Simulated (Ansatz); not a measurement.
`BO[Si](C)(O)O` → `COB(O)O[SiH3]`  (isomerisation)

Computed with Ansatz on PBE0-D4/def2-TZVP structures; ΔE is electronic, products minus reactants. CCSD(T)/CBS adds triple-zeta CCSD(T) − MP2 to the extrapolated MP2 energy (def2 sets, frozen cores). Functionals use def2-TZVPP. B3LYP here is the variant with VWN-RPA as its local correlation; programs differ in this. One conformer a species, not always the lowest.

```
             level  ΔE (kcal/mol)  difference from CCSD(T)/CBS
            PBE-D4           16.1                         -4.0
           PBE0-D4           17.0                         -3.1
          B3LYP-D4           17.4                         -2.7
           ωB97X-V           17.6                         -2.5
            r2SCAN           18.2                         -1.9
SCS-MP2/def2-TZVPP           19.0                         -1.1
   CCSD/def2-TZVPP           18.2                         -1.9
     HF/def2-QZVPP           16.0                         -4.1
    MP2/def2-QZVPP           22.1                          2.0
     MP2/CBS(def2)           22.8                          2.7
       CCSD(T)/CBS           20.1                            0
```

Largest T1 diagnostic among the species: 0.012.

In def2-TZVPP, CCSD(T) changes the Hartree–Fock value by +2.6 kcal/mol (the triples alone add +0.1 kcal/mol) and MP2 by +5.3 kcal/mol. From PBE to PBE0 (25 % exact exchange), in def2-TZVPP and without D4, ΔE moves by +1.0 kcal/mol.
